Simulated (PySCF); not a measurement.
A species of formula C3H7AlO has this rotational fingerprint, computed with PySCF, PBE0-D3(BJ)/def2-SVP geometry optimisation, gas phase:

| Property | Result |
| --- | --- |
| Rotational constants | A = 21400, B = 1583, C = 1487 MHz |
| Dipole components | \|μa\| = 0.08 D, \|μb\| = 0.17 D, \|μc\| = 0.00 D |
| Inertial defect | -3.19 u·Å² |
| κ | -0.99 |

Task: Which structure is it? (One computed conformer of each.)
A. `[CH2:1]=[CH:2][O:3][AlH:4][CH3:5]` with C1–C2–O3–Al4 -26°, C2–O3–Al4–C5 176°
B. `[CH2:1]=[C:2]([CH3:3])[O:4][AlH2:5]` with C1–C2–O4–Al5 178°, C2–O4–Al5–H 180° and -1°
C. `[CH2:1]=[CH:2][AlH:3][O:4][CH3:5]` with C1–C2–Al3–O4 -179°, C2–Al3–O4–C5 -179°

Result: C. It is C=[CH][AlH][O]C, a near-prolate asymmetric top, point group Cs. The candidates at the same level (rigid rotor, commonest isotopes):

```json
{"SMILES": "C=C[O][AlH][CH3]", "A (MHz)": "14821", "B (MHz)": "1799", "C (MHz)": "1643", "μa (D)": "1.07", "μb (D)": "0.05", "μc (D)": "0.05", "Δ (u·Å²)": "-7.51", "point group": "C1", "rotor": "near-prolate asymmetric top"}
{"SMILES": "C=C(C)[O][AlH2]", "A (MHz)": "8610", "B (MHz)": "2391", "C (MHz)": "1894", "μa (D)": "0.28", "μb (D)": "1.16", "μc (D)": "0.02", "Δ (u·Å²)": "-3.19", "point group": "near Cs", "rotor": "asymmetric top"}
{"SMILES": "C=[CH][AlH][O]C", "A (MHz)": "21400", "B (MHz)": "1583", "C (MHz)": "1487", "μa (D)": "0.08", "μb (D)": "0.17", "μc (D)": "0.00", "Δ (u·Å²)": "-3.19", "point group": "Cs", "rotor": "near-prolate asymmetric top"}
```

`C=C[O][AlH][CH3]` has A 31 % too low; `C=C(C)[O][AlH2]` has A 60 % too low. In the right answer the mirror of this Cs structure is the ab plane, so μc vanishes by symmetry (the 0.01 D computed is a residue). No structure here is proved a minimum.
